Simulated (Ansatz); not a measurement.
lithium atom (Li), doublet; BLYP-D4/6-31G** in Ansatz (an electronic-structure program).

Here is a job for Ansatz.
Ansatz 0.2 input:
```yaml
crystal:
  periodic: [false, false, false]
  atoms:
    - {symbol: Li, position_ang: [0.00000000, 0.00000000, 0.00000000]}
basis:
  gaussian:
    orbitals: 6-31G__.json
hamiltonian:
  xc: blyp
  dispersion: d4
magnetization: {spin_polarized: true, initial_magnetization: 1}
```
The basis file holds 6-31G** in the JSON format of the Basis Set Exchange.

### Question
What does Ansatz print? Leave out banner, timings and long lists.

### Answer

```
Functional definition: BLYP
114 factors; their error is unknown
mean field evaluation 1: about -203.5555 eV, gradient 2.3e-1 eV
mean field evaluation 2: about -203.5560 eV, gradient 2.8e-2 eV
mean field evaluation 4: about -203.5448 eV, gradient 8.1e-4 eV
mean field evaluation 8: about -203.5448 eV, gradient 2.4e-5 eV
mean field -203.54483018 eV, -7.4801345413 hartree, gradient 2.4e-5 eV, S^2 0.750002; 0 other end points of the search recorded, 0 dependent functions left out
reference -203.54504447 eV, -7.4801424166 hartree; 2, 1 occupied and 13, 14 virtual orbitals, 114 factors
Total energy: -203.54504447 eV, -7.4801424166 hartree
```
